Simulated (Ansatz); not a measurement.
`[GaH2][O][SbH2]` + H₂Se → `[GaH2][SeH]` + `[OH][SbH2]`  (ligand exchange at a Ga–O bond)

Isolated molecules relaxed with PBE0-D4/def2-TZVP in Ansatz; ΔE leaves out vibrations. CCSD(T)/CBS adds triple-zeta CCSD(T) − MP2 to the extrapolated MP2 energy (def2 sets, frozen cores). Functionals use def2-TZVPP. Elements past krypton have def2 core potentials. For Ga, Sb, Se outer-core shells are correlated without core-valence functions, which leaves a few kJ/mol of doubt a bond. Scalar relativity is left out up to krypton.

| species | r2SCAN energy (Eh) |
| --- | --- |
| `[GaH2][O][SbH2]` | -2242.82056 |
| H₂Se | -2402.73603 |
| `[GaH2][SeH]` | -4328.21043 |
| `[OH][SbH2]` | -317.36228 |

Task: Work out ΔE.

Result: ΔE = (-4328.21043) + (-317.36228) − (-2242.82056) − (-2402.73603) = -0.01612 Eh = -42.3 kJ/mol. CCSD(T)/CBS gives -38.3 kJ/mol.

Largest T1 diagnostic among the species: 0.016.

Leaving LDA and LC-ωPBE aside and taking each functional with its dispersion term where it has one, the values, not all of them listed here, spread over 15.1 kJ/mol, from HSE06-D4 to CAM-B3LYP-D4. LDA lies +3.5 kJ/mol from PBE without D4. In def2-TZVPP, CCSD(T) changes the Hartree–Fock value by +5.0 kJ/mol (the triples alone add +1.0 kJ/mol) and MP2 by +4.9 kJ/mol. The D4 term adds +4.1 kJ/mol with B3LYP and +2.3 kJ/mol with PBE0; it sums over pairs of atoms, weighted by their polarisabilities, and B3LYP, whose exchange is more repulsive, gets the larger term.

B3LYP here is the variant with VWN-RPA as its local correlation; programs differ in this.
